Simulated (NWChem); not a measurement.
A series in which one site is exchanged, each optimised at PBE0/def2-SVP with NWChem, gas phase unless a solvent is named. This build's default masses of Se (78.918 u) and Br (79.917 u) are each other's, which moves their modes by up to 0.6 %.

A: [SH][GeH3] (GeH4S; site = S)
B: [OH][GeH3] (GeH$_{4}$O; site = O)
C: [GeH3][SeH] (GeH₄Se; site = Se)
D: [ZnH][GeH3] (ZnGeH4; site = Zn)

Values for A:

* **dipole (D), PBE0/def2-SVP**: 1.39
* **orbital gap (eV), PBE0/def2-SVP**: 7.46
* **highest harmonic frequency (cm⁻¹), PBE0/def2-SVP**: 2719
* **vertical ionisation energy, ΔSCF, PBE/def2-SVP (eV)**: 9.44

Task: How do these values change for the other members?

Result: 
```
change from A                                            B      C      D
---------------------------------------------------  -----  -----  -----
dipole (D), PBE0/def2-SVP                            +0.10  -0.22  -0.79
orbital gap (eV), PBE0/def2-SVP                      +1.24  -0.69  -0.34
highest harmonic frequency (cm⁻¹), PBE0/def2-SVP     +1193   -264   -593
vertical ionisation energy, ΔSCF, PBE/def2-SVP (eV)  +1.01  -0.40  -0.24
```
